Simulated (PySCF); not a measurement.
**Run times: tungsten in aug-cc-pVQZ-PP with ECP60MDF**

Measured wall times of calculations with PySCF 2.14 in aug-cc-pVQZ-PP with ECP60MDF, with scalar relativity through the core potential, run from one Python driver. Hardware: 1 thread of Neoverse-V1 on a shared host, 1.3 GiB allowed. The two-electron integrals over 135 functions were computed once and kept in memory (4.9 CPU seconds with the set-up); the times below exclude them. Kohn-Sham runs start from converged Hartree-Fock orbitals.

Launch command (the driver calls PySCF for each step listed in the task file):

```bash
OMP_NUM_THREADS=1 python atomrun2.py TASK.json OUT
```

```
                species               step  iterations  wall time (s)
W [Xe] 4f14 5d4 6s1 6p1                UHF           9            8.7
W [Xe] 4f14 5d4 6s1 6p1                LDA           7              3
W [Xe] 4f14 5d4 6s1 6p1                PBE           7            3.7
W [Xe] 4f14 5d4 6s1 6p1               PBE0           8            7.7
W [Xe] 4f14 5d4 6s1 6p1             r2SCAN           7             11
W [Xe] 4f14 5d4 6s1 6p1          BHandHLYP           8            7.7
W [Xe] 4f14 5d4 6s1 6p1              TPSSh           8             16
W [Xe] 4f14 5d4 6s1 6p1  MP2 (6 electrons)                        0.9
```

(1) Roughly how long does MN15 take for W [Xe] 4f14 5d4 6s1 6p1 here?

Peak memory of the process: 0.69 GiB. Times on a shared host vary from run to run.

Results:

(1) About 17 s.
